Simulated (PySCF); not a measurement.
# Core-level binding energies of `C#CC1=C[CH2][GeH2][CH2]1`

Compound: C6H8Ge.
Structure used (PBE0-D3(BJ)/def2-SVP), in Å, numbered top down from 1:
```xyz
15
C6H8Ge angstrom
C      3.3909    0.1581   -0.2070
C      2.1905    0.0536   -0.0543
C      0.7727   -0.0215    0.0942
C      0.1729   -1.0286    0.7689
C     -1.3178   -1.0794    0.9078
Ge    -1.9089    0.5347   -0.0600
C     -0.0729    1.0690   -0.5312
H      4.4548    0.2337   -0.3334
H      0.7880   -1.8154    1.2186
H     -1.7333   -2.0049    0.4744
H     -1.6254   -1.0704    1.9671
H     -2.6306    1.5549    0.8392
H     -2.7874    0.2242   -1.2853
H      0.0892    1.1153   -1.6198
H      0.1991    2.0575   -0.1285
```

Level of theory: delta-SCF UKS SCAN, pcX-2 on the ionised atom, pcseg-1 elsewhere, spin-free X2C (PySCF). Binding energies are ΔSCF values: E(core-ionised, relaxed orbitals) − E(ground state) at a fixed geometry, referred to the vacuum level.

Task: List the computed XPS lines with their assignment.

Result: 
```json
{"atom(s)": "C3", "environment": "fully substituted alkene carbon", "level": "C 1s", "binding energy (eV)": "290.88", "above the level's lowest (eV)": "+1.11", "count": "1"}
{"atom(s)": "C2", "environment": "alkyne carbon", "level": "C 1s", "binding energy (eV)": "290.42", "above the level's lowest (eV)": "+0.65", "count": "1"}
{"atom(s)": "C5", "environment": "sp3 carbon bound to germanium", "level": "C 1s", "binding energy (eV)": "290.26", "above the level's lowest (eV)": "+0.49", "count": "1"}
{"atom(s)": "C7", "environment": "sp3 carbon bound to germanium", "level": "C 1s", "binding energy (eV)": "290.24", "above the level's lowest (eV)": "+0.47", "count": "1"}
{"atom(s)": "C4", "environment": "alkene CH carbon", "level": "C 1s", "binding energy (eV)": "290.05", "above the level's lowest (eV)": "+0.28", "count": "1"}
{"atom(s)": "C1", "environment": "terminal alkyne carbon", "level": "C 1s", "binding energy (eV)": "289.77", "above the level's lowest (eV)": "0.00", "count": "1"}
```

The listed C 1s values span 1.11 eV, from C1 (bonded to C (triple bond) and H) to C3 (bonded to C (double bond) and 2 C). Summing the Pauling electronegativity differences to the bonded atoms, each weighted by its formal bond order, gives -0.35 for the lowest site and 0.00 for the highest; no listed site has a larger sum than the highest. The smallest sum, -1.24, belongs to C7, 0.47 eV above the lowest. The values 290.24 and 290.26 eV lie too close for their order to be trusted.

Task: Which photon wavelength matches the C 1s of C2 threshold?

Result: λ = hc/E = 12398.42 eV Å / 290.42 eV = 42.691 Å.

Task: Which photon energy gives electrons from C 1s of C2 a kinetic energy of 150 eV, and what is their de Broglie wavelength?

Result: hν = 290.42 + 150 = 440.42 eV, recoil neglected; λ = 12.264 Å/√(E/eV) = 1.00 Å.

Spin contamination (⟨S²⟩ against 0.75 for a pure doublet) is marked for C 1s of C2 (0.92) and C 1s of C3 (0.86), which makes these values less certain. No level of germanium is listed. Isolated species at its PBE0-D3(BJ)/def2-SVP geometry, gas phase.
